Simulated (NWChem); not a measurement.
Species: SiHOClF$_{2}$; SMILES O[Si](F)(F)Cl

```xyz
6

O      1.3247    -0.9577     0.7253
Si     0.0059    -0.3443     0.0051
F     -1.3408    -0.8112     0.7335
F     -0.0294    -0.9182    -1.4821
Cl     0.0023     1.6851    -0.0416
H      1.6127    -0.6013     1.5703
```
Atoms are numbered in this order, from 1.

Computed with NWChem. Coordinates come from a PBE0/def2-SVP optimisation.

Task: Order these runs by computing time, cheapest first, and give rough ratios: TPSS/pcseg-2; TPSS/pcseg-1; TPSS/STO-3G.

Result: TPSS/STO-3G (1), TPSS/pcseg-1 (3), TPSS/pcseg-2 (10). Ratios are rough, from one shared machine; the cheapest took roughly 4 core-seconds. What differs between the cheapest and the dearest: highest occupied level (eV) -3.89 → -8.54; orbital gap (eV) 7.46 → 7.65; dipole (D) 2.17 → 2.23.
